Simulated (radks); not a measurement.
All-electron atom: the silver ion Ag4+ in [Kr] 4d7.

All-electron calculation, scalar-relativistic Kohn-Sham, Slater X-alpha with alpha = 0.791, spin-polarised, spherical densities, finite nucleus; open shells are filled with parallel spins first (spin-orbit coupling, left out, can overturn this in heavy ions); Fermi nuclear charge, rms radius 4.5454 fm. Program: a radial shooting solver on a logarithmic mesh with Libxc functionals.

Energy parts (eV):
total: -144991.365
kinetic: 150679.752
electron-nucleus: -347724.483
Hartree: 56528.430
exchange: -4475.064

Orbitals (lengths in bohr, moments of r in powers of bohr; <r^-3> diverges for s and p1/2):
| orbital | occ. | eigenvalue (eV) | <r^-3> |
|---|---|---|---|
| 1s up | 1 | -25432.02 | - |
| 1s down | 1 | -25432.01 | - |
| 2s up | 1 | -3807.043 | - |
| 2s down | 1 | -3806.223 | - |
| 2p up | 3 | -3426.649 | 3796 |
| 2p down | 3 | -3426.002 | 3797 |
| 3s up | 1 | -748.9002 | - |
| 3s down | 1 | -748.3116 | - |
| 3p up | 3 | -623.4708 | 681.8 |
| 3p down | 3 | -622.8318 | 681.9 |
| 3d up | 5 | -424.8839 | 93.56 |
| 3d down | 5 | -424.0442 | 93.59 |
| 4s up | 1 | -155.1014 | - |
| 4s down | 1 | -151.7023 | - |
| 4p up | 3 | -117.8332 | 119.4 |
| 4p down | 3 | -114.3605 | 120.0 |
| 4d up | 5 | -63.1524 | 11.35 |
| 4d down | 2 | -59.7377 | 11.28 |

The highest occupied level is 4d down at -59.738 eV. For comparison, the ionisation energy in NIST's Atomic Spectra Database is 65 eV (theoretical). In exact Kohn-Sham theory the highest level is minus the ionisation energy, but local and semilocal functionals leave it too shallow, through self-interaction and a potential that decays too fast; potentials with the right tail come closer. Spin moment in Bohr magnetons: 3. The density falls to 0.001 e/bohr^3 at r = 2.85 bohr. The electron density at the nucleus is 1.491e+05 e/bohr^3 (large components only). Summed over all electrons, <r^2> = 22.43 bohr^2, which gives a Langevin (diamagnetic) susceptibility term of -17.8 x 10^-6 cm^3/mol.
